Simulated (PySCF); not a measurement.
Species: C₄H₁₂N₂Si.
Geometry (PBE0-D3(BJ)/def2-SVP, Å), atoms numbered from 1 in this order:
```
atom  x, y, z in Å
N1    -2.690    0.247   -0.334
C2    -1.450   -0.464   -0.542
C3    -0.399   -0.357    0.577
C4     0.860   -1.200    0.303
C5     1.818   -0.422   -0.602
N6     1.804    0.950   -0.131
Si7    0.344    1.389    0.694
H8    -3.110   -0.023    0.554
H9    -2.524    1.250   -0.283
H10   -1.685   -1.534   -0.696
H11   -1.015   -0.123   -1.498
H12   -0.870   -0.677    1.522
H13    0.600   -2.176   -0.143
H14    1.372   -1.408    1.257
H15    1.500   -0.512   -1.662
H16    2.831   -0.857   -0.543
H17    2.484    1.580   -0.534
H18    0.553    1.909    2.085
H19   -0.486    2.426   -0.012
```

Computed at PBE0/pcSseg-1 (PySCF, non-relativistic), with Q(14N) = 0.02044 b: N1, 14N (I = 1): χzz = -5.497 MHz, η = 0.132; N6, 14N (I = 1): χzz = -5.306 MHz, η = 0.331.

Task: Where would the pure quadrupole (NQR) lines of 14N at N1 fall for the rigid, isolated species?

Result: From ν± = (3/4)|χ|(1 ± η/3) and ν0 = |χ|η/2: ν+ 4.304 MHz, ν− 3.941 MHz, ν0 0.363 MHz (primary amine nitrogen).

Task: Find the zero-field quadrupole resonance frequencies of 14N at N6.

Result: From ν± = (3/4)|χ|(1 ± η/3) and ν0 = |χ|η/2: ν+ 4.419 MHz, ν− 3.540 MHz, ν0 0.879 MHz (silicon-bound nitrogen).

In a crystal, neighbours and librations shift these lines. The small basis limits the accuracy of the gradients.

One conformer stands for the species.
